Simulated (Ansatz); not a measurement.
`C[NH][AlH][OH]` + CH₃SH → `C[S][AlH][OH]` + CH₃NH₂  (ligand exchange at the Al–N bond)

Gas-phase electronic energies from Ansatz, PBE0-D4/def2-TZVP geometries. CCSD(T)/CBS adds triple-zeta CCSD(T) − MP2 to the extrapolated MP2 energy (def2 sets, frozen cores). This one scheme is used for every species. Functionals use def2-TZVPP. HSE06 is defined as in plane-wave codes. Each species was taken in one conformer, which may not be the lowest.

`C[NH][AlH][OH]`:

```xyz
10

C    -0.702   -0.223   -1.219
N    -0.212    0.744   -0.263
Al    0.692    0.496    1.237
O     1.126   -1.053    1.774
H    -0.276   -0.078   -2.219
H    -0.430   -1.234   -0.903
H    -1.794   -0.202   -1.317
H    -0.443    1.689   -0.531
H     1.115    1.734    2.110
H     0.924   -1.874    1.331
```

CH₃SH:

Z-matrix (Å, degrees):
```
C
S 1 1.806
H 1 1.089 2 111.5
H 1 1.089 2 111.5 3 -123.8
H 1 1.090 2 106.2 3 118.1
H 2 1.342 1 97.1 3 61.9
```

`C[S][AlH][OH]`:

Z-matrix (Å, degrees):
```
C
S 1 1.823
H 1 1.090 2 111.8
H 1 1.089 2 108.8 3 120.5
H 1 1.089 2 108.7 3 -120.4
Al 2 2.172 1 100.3 3 -0.7
O 6 1.690 2 120.9 1 180.0
H 6 1.575 2 120.1 1 -0.1
H 7 0.955 6 125.0 2 -0.1
```

CH₃NH₂:

Cartesian coordinates in Å:
```
C 0.419 -0.323 0.208
N -0.477 0.747 -0.198
H 0.103 -1.336 -0.080
H 0.534 -0.306 1.294
H 1.409 -0.148 -0.220
H -1.398 0.610 0.198
H -0.589 0.756 -1.203
```

```
             level  ΔE (kJ/mol)  difference from CCSD(T)/CBS
            PBE-D4        -24.3                         -4.6
         revPBE-D4        -24.1                         -4.4
           BLYP-D4        -15.1                          4.6
      CAM-B3LYP-D4        -12.5                          7.2
              PBE0        -24.6                         -4.9
           r2SCANh        -21.5                         -1.8
           r2SCAN0        -21.9                         -2.2
             HSE06        -24.8                         -5.1
   CCSD/def2-TZVPP        -15.2                          4.5
SCS-MP2/def2-QZVPP        -16.3                          3.4
       CCSD(T)/CBS        -19.7                            0
```

Q: What do rigid-rotor, harmonic-oscillator terms from PBE0-D4/def2-TZVP frequencies (298.15 K, 1 bar) make of the CCSD(T)/CBS value? (Estimate.)

A: Ansatz gave: ΔZPE = +8.3 kJ/mol, ΔH = -11.0 kJ/mol, ΔS = 2 J/(mol·K), ΔG = -11.6 kJ/mol.

Largest T1 diagnostic among the species: 0.012.

Leaving LDA and LC-ωPBE aside and taking each functional with its dispersion term where it has one, the values, not all of them listed here, spread over 12.7 kJ/mol, from HSE06-D4 to CAM-B3LYP-D4. LDA lies +4.9 kJ/mol from PBE without D4. At CCSD(T), def2-SVP lies +6.4 kJ/mol from the extrapolated value and def2-TZVPP +3.0 kJ/mol.
